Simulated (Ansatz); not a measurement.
Tuning the range parameter of LC-ωPBE so that −HOMO meets the ionisation energy; basis def2-TZVP, Ansatz. System: the cluster Li₈Sn (the lowest singlet isomer of a short search). The state is a singlet with charge 0. Geometry: PBE0-D4/def2-SVP. The ionised state is a doublet.

Geometry of the singlet:

```xyz
9

Li   -1.704   -2.197   -3.660
Li   -1.007   -2.794   -0.601
Li    1.162    3.546    2.683
Li   -0.884    1.128    2.040
Li   -1.614   -0.059   -1.240
Li    0.946    1.809   -0.039
Li    0.894   -1.158   -2.032
Li    1.912    0.464    2.311
Sn    0.294   -0.739    0.537
```

In the def2 sets Sn takes a core potential; there is no spin–orbit coupling. The restricted singlet is unstable towards broken spin symmetry in Hartree–Fock (as tested in another run); at LC-ωPBE (ω = 0.10 bohr⁻¹)/def2-TZVP, LC-ωPBE (ω = 0.15 bohr⁻¹)/def2-TZVP, LC-ωPBE (ω = 0.20 bohr⁻¹)/def2-TZVP, LC-ωPBE (ω = 0.30 bohr⁻¹)/def2-TZVP this wasn't settled. The structure comes from a short search, and lower isomers may exist.

```csv
ω (1/bohr),HOMO (eV),LUMO (eV),vertical IE (eV),HOMO + IE (eV)
0.1,-4.15,-0.69,4.43,0.28
0.15,-4.46,-0.38,4.45,-0.01
0.3,-4.85,-0.02,4.45,-0.41
```

Estimate the row for 0.2 bohr⁻¹.


| ω (1/bohr) | HOMO (eV) | LUMO (eV) | vertical IE (eV) | HOMO + IE (eV) |
| --- | --- | --- | --- | --- |
| 0.2 | -4.66 | -0.19 | 4.45 | -0.20 |

Where does the tuning condition hold?

Near ω = 0.15 bohr⁻¹, by linear interpolation.
